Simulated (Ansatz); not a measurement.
`B[SiH](F)F` + NH₃ → `B[SiH](N)F` + H–F at 500 K and 1 bar (ligand exchange at the Si–F bond).

Gas-phase electronic energies from Ansatz, PBE0-D4/def2-TZVP geometries. CBS: MP2 limit from def2 TZ/QZ plus the TZ coupled-cluster correction, frozen cores. This one scheme is used for every species. One conformer a species, not always the lowest.

```json
{"species": "`B[SiH](F)F`", "CCSD(T)/CBS energy (Eh)": "-515.35308", "H − E (kJ/mol)": "127.5", "S (J/(mol·K))": "369.5"}
{"species": "NH₃", "CCSD(T)/CBS energy (Eh)": "-56.50880", "H − E (kJ/mol)": "108.2", "S (J/(mol·K))": "211.8"}
{"species": "`B[SiH](N)F`", "CCSD(T)/CBS energy (Eh)": "-471.43743", "H − E (kJ/mol)": "195.7", "S (J/(mol·K))": "382.4"}
{"species": "H–F", "CCSD(T)/CBS energy (Eh)": "-100.39570", "H − E (kJ/mol)": "39.4", "S (J/(mol·K))": "188.7"}
```

H − E and S are ideal-gas, rigid-rotor, harmonic terms from PBE0-D4/def2-TZVP, for one conformer and one mirror image of each species. 1 Eh = 2625.50 kJ/mol, R = 8.31446 J/(mol·K).

By hand: ΔE, ΔH, ΔS and ΔG.

ΔE = (-471.43743) + (-100.39570) − (-515.35308) − (-56.50880) = 0.02875 Eh = 75.5 kJ/mol. Δ(H − E) = 195.7 + 39.4 − 127.5 − 108.2 = -0.6, so ΔH = 74.9 kJ/mol. ΔS = 382.4 + 188.7 − 369.5 − 211.8 = -10.2 J/(mol·K). ΔG = 74.9 − 500 × (-10.2)/1000 = 80.0 kJ/mol.

By hand: the equilibrium constant, and the temperature at which ΔG would vanish if ΔH and ΔS stayed fixed.

log₁₀ K = −ΔG/(RT ln 10) = -8.4. ΔH and −TΔS have one sign here, so there is no such temperature.

The number of gas molecules stays the same, so ΔS is small and ΔH decides. A doubt of 5 kJ/mol in ΔE shifts log₁₀ K by 0.5 here. Other conformers and mirror images would add mixing entropy, several J/(mol·K) or more a flexible species. Modes under 60 cm⁻¹, often nearly free rotors, make the harmonic entropy too high. These are equilibria of isolated gas molecules and say nothing of rates. Largest T1 diagnostic: 0.012 (customary marks: 0.02 for closed shells, 0.045 for open ones).

ΔS is within the doubt of such terms, so its sign, and with it that verdict, could turn.
